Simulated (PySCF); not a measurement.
CH3CdF. Atoms are numbered in the order given.

```xyz
6

Cd     0.0000     0.0000    -0.0352
F      0.0000     0.0000    -1.9964
C      0.0000     0.0000     2.0645
H      0.8896     0.5136     2.4232
H      0.0000    -1.0272     2.4232
H     -0.8896     0.5136     2.4232
```

Geometry: B3LYP-D3(BJ)/def2-TZVP. The def2 effective core potentials stand for the cores of Cd; spin–orbit coupling is left out.

Computed with TDDFT-CAM-B3LYP/def2-SVPD (PySCF).

Vertical excitations; the highest root listed may be one member of a degenerate set. The molecule is in vacuum. State labels are in the subgroup Cs.

| state | symmetry | energy (eV) | λ (nm) | f | main pairs |
|---|---|---|---|---|---|
| S1 | A' | 6.90 | 180 | 0.399 | HOMO→LUMO 93 % |
| S2 | A" | 7.05 | 176 | 0.001 | HOMO−1→LUMO, HOMO→LUMO+2 (degenerate set) |
| S3 | A' | 7.05 | 176 | 0.001 | HOMO−2→LUMO, HOMO→LUMO+1 (degenerate set) |
| S4 | A" | 7.16 | 173 | 0.122 | HOMO→LUMO+2, HOMO−1→LUMO (degenerate set) |
| S5 | A' | 7.16 | 173 | 0.122 | HOMO→LUMO+1, HOMO−2→LUMO (degenerate set) |
| S6 | A' | 7.92 | 157 | 0.006 | HOMO−3→LUMO 59 %, HOMO−2→LUMO+1 18 %, HOMO−1→LUMO+2 18 % |
| S7 | A" | 7.99 | 155 | 0.000 | HOMO−1→LUMO+1 49 %, HOMO−2→LUMO+2 49 % |
| S8 | A" | 8.04 | 154 | 0.000 | HOMO−2→LUMO+2, HOMO−1→LUMO+1 (degenerate set) |
| S9 | A' | 8.04 | 154 | 0.000 | HOMO−1→LUMO+2, HOMO−2→LUMO+1 (degenerate set) |
| S10 | A' | 8.61 | 144 | 0.003 | HOMO→LUMO+3 83 % |
| T1 | A' | 5.40 | 230 | 0 | HOMO→LUMO 94 % |
| T2 | A" | 6.57 | 189 | 0 | HOMO→LUMO+2 (degenerate set) |
| T3 | A' | 6.57 | 189 | 0 | HOMO→LUMO+1 (degenerate set) |
| T4 | A' | 6.71 | 185 | 0 | HOMO−2→LUMO 90 % |
Triplets are in the Tamm–Dancoff approximation, which puts them higher than full response would, so one can lie above its singlet here.
